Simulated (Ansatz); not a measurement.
Consider the cleavage of the Si–Si bond: `F[Si](F)(F)[SiH2]Cl` + `N[SiH](O)O` → `O[SiH](O)N[Si](F)(F)F` + `[SiH3]Cl`.

Program: Ansatz. Geometries: PBE0-D4/def2-TZVP. ΔE: electronic, gas phase. CBS: MP2 limit from def2 TZ/QZ plus the TZ coupled-cluster correction, frozen cores. This one scheme is used for every species. Functionals use def2-TZVPP. HSE06 is defined as in plane-wave codes. Each species was taken in one conformer, which may not be the lowest.

```
             level  ΔE (kJ/mol)
           PBE0-D4        -92.8
      CAM-B3LYP-D4       -106.7
           ωB97X-V       -101.3
           ωB97M-V       -108.5
           r2SCANh       -103.8
             HSE06        -90.7
RPA@PBE/def2-TZVPP       -107.8
       HF/def2-SVP       -131.2
```

Q: What does CCSD(T)/CBS give? (Estimate.)

A: Computed: -104.8 kJ/mol. The listed levels differ from it by 12.0, -1.9, 3.5, -3.7, 1.0, 14.1, -3.0, -26.4 kJ/mol.

Largest T1 diagnostic among the species: 0.012.

From BLYP to BHLYP (50 % exact exchange), in def2-TZVPP and without D4, ΔE moves by −24.4 kJ/mol. In def2-TZVPP, CCSD(T) changes the Hartree–Fock value by +14.7 kJ/mol (the triples alone add +2.4 kJ/mol) and MP2 by +10.2 kJ/mol. At CCSD(T), def2-SVP lies −15.3 kJ/mol from the extrapolated value and def2-TZVPP −3.7 kJ/mol.
